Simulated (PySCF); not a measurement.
Where the electron goes

Species: C5H7FO2Si.
SMILES with atom numbers: `[CH3:1][O:2][C:3]1=[CH:4][Si@@H:5]([OH:6])[CH:7]=[C:8]1[F:9]` (hydrogens: H10, H11, H12 on C1; H13 on C4; H14 on Si5; H15 on O6; H16 on C7)

Cartesian coordinates in Å at the GFN2-xTB level; atoms count from 1:
```
atom  x, y, z in Å
C1    -2.6251   -0.7705    0.3897
O2    -1.4744   -1.2908   -0.2272
C3    -0.3850   -0.4948   -0.2647
C4    -0.2066    0.7464    0.2178
Si5    1.5241    1.3430   -0.2020
O6     2.4743    1.8256    1.0248
C7     1.9096   -0.3404   -0.9664
C8     0.8027   -1.0747   -0.9150
F9     0.6964   -2.3222   -1.4074
H10   -3.3801   -1.5519    0.3309
H11   -2.4320   -0.5240    1.4388
H12   -2.9811    0.1256   -0.1289
H13   -0.9942    1.2953    0.7027
H14    1.6204    2.4654   -1.1206
H15    2.6350    1.2792    1.7907
H16    2.8083   -0.7023   -1.4324
```

Theory: PySCF 2.14.0, density-fitted response routines, TDDFT wB97X-D/def2-SVPD, vertical, gas phase, core orbitals frozen in the response.

Kohn–Sham orbitals with the atoms that hold most of them (Löwdin shares over 4%, at most four atoms; ? is withheld):

```
orbital  ε (eV)                             atoms
 LUMO+2    2.40    C1 23%, O6 17%, H15 8%, Si5 8%
 LUMO+1    2.02   Si5 26%, O6 16%, C1 11%, H15 9%
   LUMO    0.20                                 ?
   HOMO       ?    C4 31%, C7 20%, C3 15%, C8 11%
 HOMO-1  -10.25                                 ?
 HOMO-2  -10.52   O6 23%, C7 20%, C4 20%, Si5 17%
 HOMO-3  -11.28  O6 24%, Si5 20%, H14 16%, C7 11%
```

(1) Which atoms hold the LUMO, and with what shares?

(2) Which atoms hold the HOMO-1, and with what shares?

(3) What is the HOMO energy, and the HOMO–LUMO gap?

## Answers

(1) C8 (bonded to 2 C and F) 18%; C7 (bonded to C, Si and H) 16%; C3 (bonded to 2 C and O) 15%; C4 (bonded to C, Si and H) 14%.

(2) O2 (bonded to 2 C) 23%; C8 (bonded to 2 C and F) 18%; C7 (bonded to C, Si and H) 17%; F9 (bonded to C) 8%. By element: carbon 35% or more, oxygen 23% or more, fluorine 8%.

(3) ε(HOMO) = -8.43 eV; the gap is 8.63 eV (0.3173 hartree).

Q: How does S1 compare with the orbital gap of 8.63 eV?

A: S1 is at 4.23 eV (f = 0.026), 4.40 eV below the gap, made of HOMO→LUMO (98%). Without the coupling terms of the response equations the lowest excitation would equal the gap.

Q: One configuration dominates each of S1, S2 and S3. Which, and how do the shares of the two leading atoms of either orbital change from the occupied to the empty one?

A: 
- S1 (4.23 eV, f 0.026), HOMO→LUMO (98%): C4 31% → 14%, C7 20% → 16%, C8 11% → 18%
- S2 (5.77 eV, f 0.0022), HOMO-2→LUMO (93%): O6 23% → at most 15%, C7 20% → 16%, C8 at most 17% → 18%
- S3 (6.32 eV, f 0.184), HOMO-1→LUMO (86%): O2 23% → at most 15%, C8 18% → 18%, C7 17% → 16%

One conformer stands for the species.
